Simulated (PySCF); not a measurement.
# Electron correlation in Kr (krypton, neutral)

[Kr], closed-shell 1S. Calculation: PySCF 2.14, in x2c-TZVPPall; scalar relativity by spin-free X2C-1e. Frozen: [Ne]; 26 electrons correlated.

| level | correlation energy (mhartree) |
| --- | --- |
| CCSD | -350.74 |
| (T) | -9.09 |
| CCSD(T) | -359.83 |

Diagnostics: T1 = 0.0027, D1 = 0.0061, largest double amplitude 0.041.

**Question.** Is a single reference adequate?

**Answer.** Yes, within this model without spin-orbit coupling: T1 lies below 0.03 and no double amplitude reaches 0.07.

This basis was not built for core-valence correlation, so the inner-shell part is incomplete.
